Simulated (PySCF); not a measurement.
nitrogen atom (N), quartet; CCSD/def2-TZVP in PySCF.

Input for PySCF:
```python
from pyscf import gto, scf, cc

mol = gto.Mole()
mol.atom = '''
    N     0.00000000    0.00000000    0.00000000
'''
mol.basis = 'def2-tzvp'
mol.spin = 3
mol.verbose = 4
mol.build()

mf = scf.UHF(mol)
mf.kernel()

mycc = cc.CCSD(mf)
mycc.kernel()
print('E(CCSD) = %.10f' % mycc.e_tot)
```

**Question.** Predict the main parts of the log of this PySCF run.

**Answer.** 
```
PySCF version 2.14.0

[INPUT] verbose = 4
[INPUT] num. atoms = 1
[INPUT] num. electrons = 7
[INPUT] charge = 0
[INPUT] spin (= nelec alpha-beta = 2S) = 3
[INPUT] symmetry False subgroup None
[INPUT] Mole.unit = angstrom
[INPUT] Symbol           X                Y                Z      unit          X                Y                Z       unit  Magmom
[INPUT]  1 N      0.000000000000   0.000000000000   0.000000000000 AA    0.000000000000   0.000000000000   0.000000000000 Bohr   0.0

nuclear repulsion = 0
number of shells = 11
number of NR pGTOs = 46
number of NR cGTOs = 31
basis = def2-tzvp
ecp = {}

******** <class 'pyscf.scf.uhf.UHF'> ********
method = UHF
initial guess = minao
damping factor = 0
level_shift factor = 0
DIIS = <class 'pyscf.scf.diis.CDIIS'>
diis_start_cycle = 1
diis_space = 8
diis_damp = 0
SCF conv_tol = 1e-09
SCF conv_tol_grad = None
SCF max_cycles = 50
direct_scf = True
direct_scf_tol = 1e-13
number electrons alpha = 5  beta = 2
Set gradient conv threshold to 3.16228e-05
init E= -53.7932097385071

cycle= 1 E= -54.3396236770092  delta_E= -0.546  |g|= 0.286  |ddm|= 0.657
cycle= 2 E= -54.3977563470618  delta_E= -0.0581  |g|= 0.0903  |ddm|= 0.295
cycle= 3 E= -54.4016735186243  delta_E= -0.00392  |g|= 0.0292  |ddm|= 0.0789
cycle= 4 E= -54.4027032180412  delta_E= -0.00103  |g|= 0.00636  |ddm|= 0.0578
cycle= 5 E= -54.4027466461573  delta_E= -4.34e-05  |g|= 0.000624  |ddm|= 0.014
cycle= 6 E= -54.4027468830339  delta_E= -2.37e-07  |g|= 4.67e-05  |ddm|= 0.000974
cycle= 7 E= -54.4027468845851  delta_E= -1.55e-09  |g|= 3.14e-06  |ddm|= 9.44e-05
cycle= 8 E= -54.4027468845907  delta_E= -5.63e-12  |g|= 2.57e-07  |ddm|= 6.4e-06
Extra cycle  E= -54.4027468845907  delta_E= -2.84e-14  |g|= 5.28e-08  |ddm|= 3.51e-07
converged SCF energy = -54.4027468845907  <S^2> = 3.7577335  2S+1 = 4.0038649

******** <class 'pyscf.cc.uccsd.UCCSD'> ********
CC2 = 0
CCSD nocc = (np.int64(5), np.int64(2)), nmo = (31, 31)
max_cycle = 50
direct = 0
conv_tol = 1e-07
conv_tol_normt = 1e-06
diis_space = 6
diis_start_cycle = 0
diis_start_energy_diff = 1e+09
Init t2, MP2 energy = -0.112126687905544
Init E_corr(UCCSD) = -0.112126687905545
cycle = 1  E_corr(UCCSD) = -0.125243109055299  dE = -0.0131164211  norm(t1,t2) = 0.0295102
cycle = 2  E_corr(UCCSD) = -0.12765338514915  dE = -0.00241027609  norm(t1,t2) = 0.0105916
cycle = 3  E_corr(UCCSD) = -0.128845056182726  dE = -0.00119167103  norm(t1,t2) = 0.00490894
cycle = 4  E_corr(UCCSD) = -0.128778266240308  dE = 6.67899424e-05  norm(t1,t2) = 0.00101812
cycle = 5  E_corr(UCCSD) = -0.128792010033377  dE = -1.37437931e-05  norm(t1,t2) = 0.000244745
cycle = 6  E_corr(UCCSD) = -0.12879233998199  dE = -3.29948612e-07  norm(t1,t2) = 4.2841e-05
cycle = 7  E_corr(UCCSD) = -0.128792463777416  dE = -1.23795426e-07  norm(t1,t2) = 5.76407e-06
cycle = 8  E_corr(UCCSD) = -0.128792461262542  dE = 2.51487342e-09  norm(t1,t2) = 1.04316e-06
cycle = 9  E_corr(UCCSD) = -0.12879246066471  dE = 5.97831978e-10  norm(t1,t2) = 2.49336e-07
UCCSD converged
E(UCCSD) = -54.53153934525544  E_corr = -0.1287924606647103
E(CCSD) = -54.5315393453
```
